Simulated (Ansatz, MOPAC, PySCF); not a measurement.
Noncovalent pair: CHN (SMILES C#N) (first 3 atoms) with C2H6O (SMILES COC); geometry from B3LYP-D3(BJ)/def2-TZVP, rigid monomers moved along the line of their centres of mass till H3···O5 is 2.72 Å.
(charge 0, multiplicity 1):
| atom | x (Å) | y (Å) | z (Å) |
|---|---|---|---|
| C | -0.2934 | 0.1884 | -0.3061 |
| N | -0.3619 | 0.3099 | -1.4448 |
| H | -0.2267 | 0.0738 | 0.7655 |
| C | 0.1483 | -1.4681 | 4.0996 |
| O | -0.0457 | -0.2171 | 3.4666 |
| C | 0.0068 | 0.8754 | 4.3649 |
| H | -0.6285 | -1.6531 | 4.8504 |
| H | 1.1297 | -1.5159 | 4.5852 |
| H | 0.0917 | -2.2355 | 3.3296 |
| H | -0.7758 | 0.7947 | 5.1279 |
| H | -0.1515 | 1.7827 | 3.7844 |
| H | 0.9823 | 0.9305 | 4.8615 |

Counterpoise-corrected where a basis set is named; no monomer relaxation. Rows marked so take none.

Cores are frozen in the correlated methods. Rows in 3-21G, 6-31G*, STO-3G carry no dispersion term and start afresh at each structure (6-31G* with six Cartesian d functions). The state that AM1, PM3 reach isn't checked.

Programs: Ansatz (Gaussian orbitals); MOPAC for AM1, PM3 (differences of heats of formation); PySCF for 3-21G rows, 6-31G* rows, STO-3G rows, the dispersion terms. Values without a source in brackets are computed.

Other levels give for the interaction energy: PBE/def2-TZVPPD -139.2; B3LYP/def2-TZVPPD -135.2; B3LYP-D3(BJ)/def2-TZVPPD -161.5; wB97M-V/def2-TZVPPD -157.9; CCSD(T)/aug-cc-pVDZ -153.2 meV.

Common cheap choices:

```
level                            interaction energy (meV)
-------------------------------  ------------------------
AM1                                                 -79.0
PM3                                                 -68.6
HF/STO-3G (no counterpoise)                         -92.3
HF/6-31G*                                          -162.2
B3LYP/3-21G (no counterpoise)                      -268.1
B3LYP/6-31G*                                       -141.0
B3LYP/6-31G* (no counterpoise)                     -182.3
M06-2X/6-31G* (no counterpoise)                    -186.1
```

Ansatz is a quantum-chemistry and plane-wave program.
